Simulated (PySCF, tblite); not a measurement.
Species: C₅H₅NO₂.
SMILES with atom numbers: `[CH2:1]=[CH:2][c:3]1[n:4][cH:5][c:6]([OH:7])[o:8]1` (hydrogens: H9, H10 on C1; H11 on C2; H12 on C5; H13 on O7)

Structure used (GFN2-xTB), in Å, numbered top down from 1:
```xyz
13
C5H5NO2 angstrom
C      1.6394    0.4591    1.8604
C      1.4087   -0.4955    0.9640
C      0.3467   -0.4572   -0.0019
N      0.0853   -1.3649   -0.8939
C     -0.9963   -0.9211   -1.5894
C     -1.3635    0.2877   -1.0716
O     -2.3490    1.1297   -1.3944
O     -0.5232    0.5988   -0.0633
H      2.4485    0.3860    2.5646
H      1.0240    1.3411    1.9137
H      2.0165   -1.3850    0.8991
H     -1.4290   -1.4792   -2.3907
H     -2.3126    1.9010   -0.8144
```

Method used: CAM-B3LYP/def2-SVPD in PySCF (dipole) on a GFN2-xTB geometry, gas phase.

Take the most abundant isotopes and a rigid rotor. The values belong to one conformer with, in the numbering `[CH2:1]=[CH:2][c:3]1[n:4][cH:5][c:6]([OH:7])[o:8]1`, C1–C2–C3–N4 180°, C5–C6–O7–H 180°.

Question: What are A, B and C (cm⁻¹)?

Answer: Ia = 98.93, Ib = 324.39, Ic = 423.32 u·Å²; 505379 MHz·u·Å²/I gives 5108, 1558 and 1194 MHz, that is A = 0.17040, B = 0.05197, C = 0.03982 cm⁻¹.

Question: What kind of rotor is it?

Answer: An asymmetric top; Ray's κ = -0.814.

Question: What does the inertial defect say?

Answer: Planar: Δ = Ic − Ia − Ib = 0.00 u·Å². For a rigid frame Δ = −2 Σ m c², so it vanishes when all atoms lie in the ab plane; here none is more than 0.01 Å from it.

Question: List the rotational levels J(Ka,Kc) to J = 4 (K).

Answer: Above 0(0,0), as E/k:
J = 1: 1(0,1) 0.132, 1(1,1) 0.302, 1(1,0) 0.320
J = 2: 2(0,2) 0.395, 2(1,2) 0.549, 2(1,1) 0.602, 2(2,1) 1.113, 2(2,0) 1.114
J = 3: 3(0,3) 0.786, 3(1,3) 0.918, 3(1,2) 1.023, 3(2,2) 1.509, 3(2,1) 1.515, 3(3,1) 2.405, 3(3,0) 2.405
J = 4: 4(0,4) 1.302, 4(1,4) 1.409, 4(1,3) 1.584, 4(2,3) 2.036, 4(2,2) 2.055, 4(3,2) 2.936, 4(3,1) 2.936, 4(4,1) 4.188, 4(4,0) 4.188
Those of J = 1 are B + C, A + C and A + B.

Question: Which types of transition are allowed, and where do some lines up to J = 5 fall?

Answer: The dipole components are |μa| = 0.11 D, |μb| = 2.57 D, |μc| = 0.00 D; the mirror of this Cs structure is the ab plane, so μc vanishes by symmetry and there are no c-type lines. The squared components, which scale the intensities, stand as 0.00 : 1.00 (a : b). Some lines, for components of 0.1 D or more:

| type | branch | J(Ka,Kc) | MHz | lower level (cm⁻¹) |
| --- | --- | --- | --- | --- |
| b | R | 3(0,3) ← 2(1,2) | 4937 | 0.382 |
| b | Q | 4(1,3) ← 4(0,4) | 5869 | 0.905 |
| a | R | 3(1,2) ← 2(1,1) | 8784 | 0.418 |
| b | Q | 5(2,3) ← 5(1,4) | 9474 | 1.586 |
| b | Q | 2(2,0) ← 2(1,1) | 10678 | 0.418 |
| a | R | 4(3,2) ← 3(3,1) | 11057 | 1.672 |
| a | R | 5(1,5) ← 4(1,4) | 12745 | 0.979 |
| b | R | 4(1,4) ← 3(0,3) | 12986 | 0.546 |
| b | Q | 4(2,3) ← 4(1,4) | 13063 | 0.979 |
| a | R | 5(4,2) ← 4(4,1) | 13818 | 2.911 |
| a | R | 5(3,2) ← 4(3,1) | 13864 | 2.041 |
| a | R | 5(1,4) ← 4(1,3) | 14540 | 1.101 |
| b | R | 5(1,5) ← 4(0,4) | 14981 | 0.905 |
| b | R | 2(2,1) ← 1(1,0) | 16519 | 0.222 |
| b | R | 3(2,1) ← 2(1,2) | 20131 | 0.382 |
| b | R | 4(2,2) ← 3(1,3) | 23682 | 0.638 |
| b | R | 3(3,1) ← 2(2,0) | 26908 | 0.774 |
| b | R | 5(2,3) ← 4(1,4) | 27646 | 0.979 |
| b | Q | 5(5,1) ← 5(4,2) | 33539 | 3.372 |
| b | R | 5(4,2) ← 4(3,1) | 39893 | 2.041 |

Question: Estimate the classical rotational partition function at 10 K, 25 K and 298.15 K.

Answer: Point group Cs, symmetry number σ = 1; q = (√π/σ)·√((kT/h)³/(ABC)), k/h = 20836.6 MHz/K: 1730 at 10 K, 6840 at 25 K, 282000 at 298.15 K.

Its GFN2-xTB frequencies are all real (lowest 112 cm⁻¹). No vibrational averaging or centrifugal distortion is included, and the geometry carries the error of its method. Quadrupole hyperfine structure (14N) is left out.

The run took 69 s on one thread of an Arm Neoverse N1 (shared host), and the process peaked at 0.93 GiB of memory. This is the CAM-B3LYP/def2-SVPD job that gave the dipole, with the excitations it also computed.
